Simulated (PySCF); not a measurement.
C5H6F2Se.
Atom-mapped SMILES: `[CH2:1]=[C:2]([F:3])/[C:4]([F:5])=[CH:6]/[Se:7][CH3:8]` (hydrogens: H9, H10 on C1; H11 on C6; H12, H13, H14 on C8)

A GFN2-xTB structure was refined with PySCF 2.14.0, PBE0-D3(BJ)/def2-SVP geometry optimisation, gas phase. Its GFN2-xTB values:

```json
{"coordinate": "C1=C2", "GFN2-xTB": "1.329 Å"}
{"coordinate": "C1–H9", "GFN2-xTB": "1.074 Å"}
{"coordinate": "C1–H10", "GFN2-xTB": "1.073 Å"}
{"coordinate": "C2–F3", "GFN2-xTB": "1.353 Å"}
{"coordinate": "C2–C4", "GFN2-xTB": "1.451 Å"}
{"coordinate": "C4–F5", "GFN2-xTB": "1.356 Å"}
{"coordinate": "C4=C6", "GFN2-xTB": "1.339 Å"}
{"coordinate": "C6–Se7", "GFN2-xTB": "1.870 Å"}
{"coordinate": "C6–H11", "GFN2-xTB": "1.081 Å"}
{"coordinate": "Se7–C8", "GFN2-xTB": "1.953 Å"}
{"coordinate": "C8–H12", "GFN2-xTB": "1.087 Å"}
{"coordinate": "C1–C2–F3", "GFN2-xTB": "119.9°"}
{"coordinate": "C1–C2–C4", "GFN2-xTB": "126.6°"}
{"coordinate": "C2–C4–F5", "GFN2-xTB": "113.2°"}
{"coordinate": "C2–C4–C6", "GFN2-xTB": "125.0°"}
{"coordinate": "F3–C2–C4", "GFN2-xTB": "113.6°"}
{"coordinate": "C4–C6–Se7", "GFN2-xTB": "131.1°"}
{"coordinate": "F5–C4–C6", "GFN2-xTB": "121.8°"}
{"coordinate": "C6–Se7–C8", "GFN2-xTB": "104.1°"}
{"coordinate": "C4–C6–Se7–C8", "GFN2-xTB": "0°"}
```

How do these coordinates change at the PBE0-D3(BJ)/def2-SVP level?

| coordinate | PBE0-D3(BJ)/def2-SVP (Å or °) | change |
| --- | --- | --- |
| C2–F3 | 1.335 | -0.018 |
| C4–F5 | 1.339 | -0.017 |
| C1–H9 | 1.090 | +0.016 |
| C1–H10 | 1.088 | +0.015 |
| Se7–C8 | 1.941 | -0.012 |
| C8–H12 | 1.098 | +0.011 |
| C6–H11 | 1.092 | +0.011 |
| C2–C4 | 1.457 | +0.006 |
| C1=C2 | 1.335 | +0.006 |
| C4=C6 | 1.341 | +0.002 |
| C6–Se7 | 1.869 | -0.001 |
| C1–C2–F3 | 121.0 | +1.1 |
| C6–Se7–C8 | 103.0 | -1.1 |
| C1–C2–C4 | 125.8 | -0.8 |
| C4–C6–Se7 | 131.8 | +0.7 |
| F5–C4–C6 | 122.4 | +0.6 |
| C2–C4–C6 | 124.4 | -0.6 |
| F3–C2–C4 | 113.2 | -0.4 |
| C2–C4–F5 | 113.2 | 0.0 |
| C4–C6–Se7–C8 | 5 | +5 |

The energy falls by 0.039 eV over 8 energy and gradient evaluations, the largest force component goes from 0.0148 to 2.2e-04 Eh/bohr, and the atoms move by 0.048 Å rms after alignment. Among the bonds, C2–F3 and C4–F5 change most and about equally (-0.018 to -0.017 Å). Bonds longer at the end by more than 0.005 Å: 8 of 13; shorter: 3. Rotational constants go from 3182, 683.3, 564.5 to 3200, 683.7, 565.7 MHz.

The run used 160 basis functions and 59 SCF cycles in all.

No PBE0-D3(BJ)/def2-SVP frequencies stand behind this structure, so it isn't proved a minimum. The numbers are those of one conformer.

Conformer computed: `[CH2:1]=[C:2]([F:3])/[C:4]([F:5])=[CH:6]/[Se:7][CH3:8]`: C1–C2–C4–F5 0°, C4–C6–Se7–C8 5°.
